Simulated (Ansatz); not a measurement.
Basis sets compared for Sn(vinyl)H3 (C₂H₆Sn). The state is a singlet with charge 0. Geometry PBE0-D4/def2-TZVP. Ansatz on 2 threads of Intel Xeon Platinum 8259CL on a shared host; times are rough, and most runs start from earlier orbitals.

```xyz
9

C     0.0356    0.6132    0.5958
C    -1.2627    0.8894    0.6053
Sn    0.8829   -0.8724   -0.6639
H     0.6938    1.1695    1.2597
H    -1.9723    0.3699   -0.0333
H    -1.6829    1.6531    1.2561
H    -0.3890   -1.5665   -1.5680
H     1.6596   -2.0766    0.2664
H     2.0350   -0.1796   -1.7182
```

In the def2 sets Sn takes a core potential; there is no spin–orbit coupling. Another isomer (singlet) lies 1.20 eV lower at PBE0-D4/def2-TZVP; other spin states weren't run for this one.

Binding counts from free atoms (C triplet, Sn triplet, H doublet) in the same basis, without a counterpoise term.

```csv
level,functions,energy (Eh),HOMO (eV),LUMO (eV),binding per atom (eV),wall time
PBE-D4/def2-SVP,84,-293.8719,-6.72,-1.14,3.43,1.4 s
PBE0-D4/def2-SVP,84,-293.8994,-7.87,-0.13,3.39,1.4 s
```

Q: Estimate the rows for PBE-D4/def2-TZVP (with forces), PBE0-D4/def2-TZVP.

A: 
```csv
level,functions,energy (Eh),HOMO (eV),LUMO (eV),binding per atom (eV),wall time
PBE-D4/def2-TZVP (with forces),148,-293.9715,-6.82,-1.33,3.42,3.5 s
PBE0-D4/def2-TZVP,148,-293.9956,-7.93,-0.31,3.39,2.7 s
```
